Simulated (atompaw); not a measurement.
Before and after: PAW (atompaw) potential for Al

aluminium (Al), PAW, made with atompaw 4.2.0.5 (PBEsol, scalar-relativistic). Core [Ne], reference 3s1 3p0 (charge +2). Waves: 3s (bound): rc 2.15 bohr; 3s channel at -0.85 Ry: rc 2.15 bohr; 3p (bound, empty): rc 2.15 bohr; 3p channel at 1 Ry: rc 2.15 bohr. Local part: ultrasoft scheme with l = 2 at 0.5 Ry, radius 1.40 bohr. Core correction: smooth core density matched at 2.10 bohr. Augmentation charge: sinc compensation charge, radius 1.85 bohr; PAW radius 2.15 bohr; waves and projectors: custom rrkj gramschmidtortho.

All-electron outer shells of the reference configuration (PBEsol, scalar-relativistic, ld1.x):

| shell | level (eV) | outermost node (bohr) | outermost maximum (bohr) |
| --- | --- | --- | --- |
| 3s | -23.65 | 0.79 | 1.91 |
| 3p | -17.14 | 0.80 | 2.19 |

Change: functional LDA (PW92).

Cutoffs: the cutoffs (Ry, on a coarse ladder) from which the occupation-weighted sum of valence levels, in a spherical-Bessel basis at the reference potential, stays within 10 and 1 mRy of its value at 400 Ry; they do not see the model core or the augmentation charge, which bear on the density cutoff.

Q: What does the change do?

A: Both files are very soft, the changed one slightly softer (loose and tight cutoff 6 and 8 Ry → 6 and 6 Ry on this coarse ladder); neither file shows a bound ghost.

```csv
quantity,base,changed
"cutoff, loose",6 Ry,6 Ry
"cutoff, tight",8 Ry,6 Ry
bound ghosts,none,none
s: phases at 2.16 bohr within 0.05 rad from the reference energy up to (Ry; the scan ends near 5),2.0,1.9
p: phases at 2.16 bohr within 0.05 rad from the reference energy up to (Ry; the scan ends near 5),4.4,4.4
lowest overlap eigenvalue by channel,"s 0.36, p 0.70","s 0.35, p 0.69"
```

 The cutoffs see the waves, projectors and local potential, not the compensation charge or the core.
